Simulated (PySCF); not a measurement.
Compound: Sn(OAc)Me3, C5H12O2Sn.
Cartesian coordinates in Å at the PBE0-D3(BJ)/def2-SVP level; atoms count from 1:
```
atom  x, y, z in Å
Sn1   -0.1531   -0.2508   -0.8501
O2    -0.2389   -0.4229    1.2307
C3     0.3618    0.6057    1.7684
C4     0.3645    0.6126    3.2719
O5     0.8760    1.4825    1.0910
H6     0.8646    1.5115    3.6490
H7     0.8735   -0.2896    3.6415
H8    -0.6705    0.5696    3.6407
C9     1.9011   -0.3617   -1.4318
H10    2.3990    0.5810   -1.1718
H11    1.9841   -0.5481   -2.5122
H12    2.3856   -1.1871   -0.8906
C13   -1.2584    1.4958   -1.3970
H14   -1.4947    1.4754   -2.4708
H15   -0.6699    2.3895   -1.1552
H16   -2.1997    1.5168   -0.8293
C17   -1.2240   -2.0531   -1.3114
H18   -2.2058   -2.0436   -0.8176
H19   -0.6590   -2.9273   -0.9585
H20   -1.3739   -2.1421   -2.3975
```

Method: TDDFT B3LYP/def2-SVPD, vertical, gas phase, core orbitals frozen in the response, def2 core potentials past Kr (PySCF). Spin–orbit coupling is left out.

Transition dipole moments from the ground state, in atomic units and in the frame of the coordinates above (overall signs are arbitrary), for the states with f of 0.002 or more among the lowest 9:

| state | E (eV) | μx | μy | μz |
| --- | --- | --- | --- | --- |
| S2 | 6.355 | 0.107 | 0.190 | -0.252 |
| S3 | 6.678 | -0.220 | -0.383 | -0.254 |
| S4 | 6.817 | -0.684 | 0.402 | 0.006 |
| S5 | 6.867 | 0.335 | 0.548 | -0.064 |
| S7 | 7.178 | -0.085 | -0.148 | 0.162 |
| S8 | 7.205 | 0.214 | -0.126 | 0.022 |
| S9 | 7.247 | -0.172 | -0.302 | -0.454 |

(1) Work out the oscillator strengths.

(2) Which bond between heavy atoms lies closest to the direction of the S4 transition dipole?

(3) What angle do the transition dipoles of S5 and S9 make?

(4) How is the summed strength of these states shared among x, y and z?

(5) What peak molar absorption coefficient would the strongest computed level give as a lone Gaussian band 0.5 eV wide at half height?

Results:

(1) f = (2/3) ΔE |μ|² with ΔE in hartree (27.2114 eV).

| state | \|μ\|² (au) | \|μ\| (D) | f |
| --- | --- | --- | --- |
| S2 | 0.111 | 0.85 | 0.017 |
| S3 | 0.260 | 1.29 | 0.042 |
| S4 | 0.629 | 2.02 | 0.105 |
| S5 | 0.417 | 1.64 | 0.070 |
| S7 | 0.055 | 0.60 | 0.010 |
| S8 | 0.062 | 0.63 | 0.011 |
| S9 | 0.327 | 1.45 | 0.058 |

(2) Sn1–C13 and Sn1–C9, at 31° from it; next C3–C4, O2–C3, Sn1–C17, C3–O5 and Sn1–O2 at 90°.

(3) |cos θ| = |μa·μb| / (|μa| |μb|) = 0.53, so θ ≈ 58° (taken between 0 and 90°, since the signs are arbitrary).

(4) (2/3) Σ ΔE μα² gives 0.121 for x, 0.130 for y and 0.062 for z, 0.314 in all.

(5) ε(max) = 2.175×10⁸ f / FWHM, with the width in cm⁻¹. S4: 2.175×10⁸ × 0.1051 / 4033 ≈ 5700 L mol⁻¹ cm⁻¹.

On one thread of an AMD EPYC, no GPU (shared host), this took 3.1 min (grids of density and orbitals included) and 1.3 GiB of memory at its peak.

One conformer stands for the species.
